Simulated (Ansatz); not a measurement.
`[O]=[Mo](=[O])([OH])[Cl]` + H–F → `[O]=[Mo](=[O])([F])[Cl]` + H₂O at 298.15 K and 1 bar (ligand exchange at a Mo–O bond).

Gas-phase electronic energies from Ansatz, PBE0-D4/def2-TZVP geometries. CCSD(T)/CBS is the MP2 limit (def2-TZVPP, def2-QZVPP) plus CCSD(T) − MP2 in def2-TZVPP, frozen cores. This one scheme is used for every species. def2 core potentials past Kr. For Mo outer-core shells are correlated without core-valence functions, which leaves a few kJ/mol of doubt a bond. One conformer a species, not always the lowest.

```json
{"species": "`[O]=[Mo](=[O])([OH])[Cl]`", "CCSD(T)/CBS energy (Eh)": "-754.20258", "H − E (kJ/mol)": "75.1", "S (J/(mol·K))": "339.5"}
{"species": "H–F", "CCSD(T)/CBS energy (Eh)": "-100.39570", "H − E (kJ/mol)": "33.5", "S (J/(mol·K))": "173.6"}
{"species": "`[O]=[Mo](=[O])([F])[Cl]`", "CCSD(T)/CBS energy (Eh)": "-778.22574", "H − E (kJ/mol)": "44.9", "S (J/(mol·K))": "332.3"}
{"species": "H₂O", "CCSD(T)/CBS energy (Eh)": "-76.37941", "H − E (kJ/mol)": "66.4", "S (J/(mol·K))": "188.7"}
```

H − E and S are ideal-gas, rigid-rotor, harmonic terms from PBE0-D4/def2-TZVP, for one conformer and one mirror image of each species. 1 Eh = 2625.50 kJ/mol, R = 8.31446 J/(mol·K).

Question: By hand: ΔE, ΔH, ΔS and ΔG.

Answer: ΔE = (-778.22574) + (-76.37941) − (-754.20258) − (-100.39570) = -0.00687 Eh = -18.0 kJ/mol. Δ(H − E) = 44.9 + 66.4 − 75.1 − 33.5 = 2.7, so ΔH = -15.3 kJ/mol. ΔS = 332.3 + 188.7 − 339.5 − 173.6 = 7.9 J/(mol·K). ΔG = -15.3 − 298.15 × (7.9)/1000 = -17.7 kJ/mol.

Question: By hand: the equilibrium constant, and the temperature at which ΔG would vanish if ΔH and ΔS stayed fixed.

Answer: log₁₀ K = −ΔG/(RT ln 10) = 3.1. ΔH and −TΔS have one sign here, so there is no such temperature.

The number of gas molecules stays the same, so ΔS is small and ΔH decides. A doubt of 5 kJ/mol in ΔE shifts log₁₀ K by 0.9 here. Other conformers and mirror images would add mixing entropy, several J/(mol·K) or more a flexible species. These are equilibria of isolated gas molecules and say nothing of rates. Largest T1 diagnostic: 0.024 (customary marks: 0.02 for closed shells, 0.045 for open ones).

ΔS is within the doubt of such terms, so its sign, and with it that verdict, could turn.
